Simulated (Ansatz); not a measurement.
Geometry optimisation, Ansatz 0.2.0, RKS BLYP-D4/def2-SVP.

input.yaml

```yaml
crystal:
  periodic: [false, false, false]
  atoms:
    - { symbol: B, position_ang: [-0.33965, 1.52345, -0.26892] }
    - { symbol: C, position_ang: [0.4015, 0.20991, -0.35148] }
    - { symbol: Si, position_ang: [-0.02529, -1.31239, 0.455] }
    - { symbol: Cl, position_ang: [-1.63633, -1.5247, 1.65608] }
    - { symbol: H, position_ang: [0.054, 2.45834, -0.85731] }
    - { symbol: H, position_ang: [-1.31189, 1.62153, 0.38195] }
    - { symbol: H, position_ang: [1.30021, 0.15588, -0.96562] }
    - { symbol: H, position_ang: [0.62038, -2.6124, 0.43522] }
basis:
  gaussian: { orbitals: def2-SVP }
hamiltonian:
  xc: blyp
  dispersion: d4
relax:
  f_tol: 0.015
  max_steps: 40
```

Command:

```bash
$ ansatz run input.yaml --threads 1 --pin off --max-ram 2048MiB --backend cpu --events-out ev --progress --plain --runs-dir out
```

Problem. Where does it end, and by what steps?

Solution. It converged. After 4 steps the energy has fallen by 0.135 eV; Cl4 moved furthest, 0.09 Å.

```tsv
step	energy less start (eV)	largest force component (eV/Å)	accepted
0	0.0000	1.652	yes
1	-0.1221	0.628	yes
2	-0.1346	0.036	yes
3	-0.1344	0.073	no
4	-0.1349	0.012	yes
```

```xyz
8
Properties=species:S:1:pos:R:3
B -0.344 1.494 -0.256
C 0.431 0.188 -0.364
Si -0.035 -1.272 0.449
Cl -1.689 -1.450 1.669
H 0.037 2.483 -0.854
H -1.349 1.572 0.424
H 1.346 0.092 -0.977
H 0.667 -2.588 0.393
```

Whether the end is a true minimum wasn't checked by a vibrational analysis.

The run took 19 s on 1 thread of Arm Neoverse V1 (shared host), peak memory 0.14 GiB.
